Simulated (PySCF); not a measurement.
# Solvent effects on NMR parameters

Atom-mapped SMILES (the numbers label the heavy atoms): `[CH3:1][C@@H:2]1[C@H:3]([CH:4]=[O:5])[CH2:6][C:7]12[CH2:8][CH2:9][CH2:10]2`. Each H is labelled by its parent atom. Ha(C6) is cis to C1 on the ring; Ha(C8), Ha(C10) are pro-R; Hb(C8), Hb(C10) are pro-S; Hb(C6) is trans to C1 on the ring.

GIAO PBE0/pcSseg-1 in PySCF on one PBE0-D3(BJ)/def2-SVP conformer, non-relativistic, equivalent nuclei averaged. Solvents enter as an IEF-PCM continuum (chloroform with ε = 4.7, acetonitrile with ε = 35.7) around the gas-phase geometry. Shifts are referred to TMS computed in the same medium.

In chloroform, δ in ppm: C4 216.5, C3 50.8, C2 46.0, C7 45.9, C10 37.2, C6 33.1, C8 31.4, C9 19.1, C1 13.4, H(C4) 9.84, H(C2) 2.38, Ha(C8) 2.36, H(C3) 2.26, Ha(C10) 2.13. Dipole moment 3.76 D.

**Question.** How does each δ change in the more polar medium?

**Answer.** 
```json
{"atoms": "C4", "environment": "aldehyde carbonyl carbon", "Δδ, acetonitrile": "+2.7"}
{"atoms": "C3", "environment": "sp3 CH α to a carbonyl", "Δδ, acetonitrile": "+0.7"}
{"atoms": "C2", "environment": "sp3 CH in a ring", "Δδ, acetonitrile": "+0.4"}
{"atoms": "C7", "environment": "quaternary sp3 carbon in a ring", "Δδ, acetonitrile": "+0.4"}
{"atoms": "C10", "environment": "sp3 CH2 in a ring", "Δδ, acetonitrile": "+0.1"}
{"atoms": "C6", "environment": "sp3 CH2 in a ring", "Δδ, acetonitrile": "+0.1"}
{"atoms": "C8", "environment": "sp3 CH2 in a ring", "Δδ, acetonitrile": "+0.1"}
{"atoms": "C9", "environment": "sp3 CH2 in a ring", "Δδ, acetonitrile": "+0.1"}
{"atoms": "C1", "environment": "methyl carbon", "Δδ, acetonitrile": "+0.2"}
{"atoms": "H(C4)", "environment": "hydrogen on an aldehyde carbonyl carbon", "Δδ, acetonitrile": "+0.01"}
{"atoms": "H(C2)", "environment": "hydrogen on an sp3 CH in a ring", "Δδ, acetonitrile": "+0.06"}
{"atoms": "Ha(C8)", "environment": "hydrogen on an sp3 CH2 in a ring", "Δδ, acetonitrile": "+0.02"}
{"atoms": "H(C3)", "environment": "hydrogen on an sp3 CH α to a carbonyl", "Δδ, acetonitrile": "-0.01"}
{"atoms": "Ha(C10)", "environment": "hydrogen on an sp3 CH2 in a ring", "Δδ, acetonitrile": "+0.01"}
```

Changes are relative to chloroform. The dipole moment becomes 3.97 D in acetonitrile.

**Question.** Which nuclei move most (in ppm), and what does the model miss?

**Answer.** C4 (aldehyde carbonyl carbon, +2.7 ppm) in acetonitrile. A continuum only polarises the solute; specific hydrogen bonds, the anisotropy of aromatic solvents and changes of geometry or conformer are outside it.
